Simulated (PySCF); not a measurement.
Molecular orbitals of LaCl

RHF at R = 2.529 Å; La x2c-SVPall, Cl x2c-SVPall; spin-free X2C with a Gaussian nucleus (PySCF 2.14). State: singlet, about 0.1 electrons in the 4f shell (Mulliken). Only the outer orbitals are listed, counted within each symmetry.

| orbital | occ. | ε (eV) | on La (%) | main shells (%) |
| --- | --- | --- | --- | --- |
| 14σ | 2 | -31.22 | 70 | 70 La p, 28 Cl s |
| 7π | 2 | -29.79 | 100 | 100 La p |
| 7π | 2 | -29.79 | 100 | 100 La p |
| 15σ | 2 | -27.39 | 31 | 69 Cl s, 29 La p |
| 16σ | 2 | -12.71 | 13 | 86 Cl p, 9 La d |
| 8π | 2 | -12.20 | 8 | 92 Cl p |
| 8π | 2 | -12.20 | 8 | 92 Cl p |
| 17σ | 2 | -5.41 | 100 | 81 La s, 15 La d |
| 18σ | 0 | 0.68 | 98 | 46 La d, 41 La p, 12 La s |
| 9π | 0 | 0.73 | 99 | 54 La p, 45 La d |
| 9π | 0 | 0.73 | 99 | 54 La p, 45 La d |

Q: Which are the highest filled and the lowest empty level, where do they sit, and how wide is the gap?

A: Highest filled 17σ at -5.41 eV (in %: 81 La s, 15 La d); lowest empty 18σ at 0.68 eV (in %: 46 La d, 41 La p, 12 La s); the gap at RHF is 6.09 eV. An empty level above zero is unbound, and its energy depends on the basis.

```json
{
  "bond order (Mayer)": "1.06",
  "⟨S²⟩": "0.000",
  "charge on La (Mulliken, basis-dependent)": "0.40",
  "charge on La (Löwdin, basis-dependent)": "0.02",
  "dipole moment (positive dipole means La(−)Cl(+))": "-3.23 D",
  "polarisability along the bond": "160.4 bohr³",
  "polarisability across the bond": "179.9 bohr³"
}
```

Spin–orbit coupling is left out.
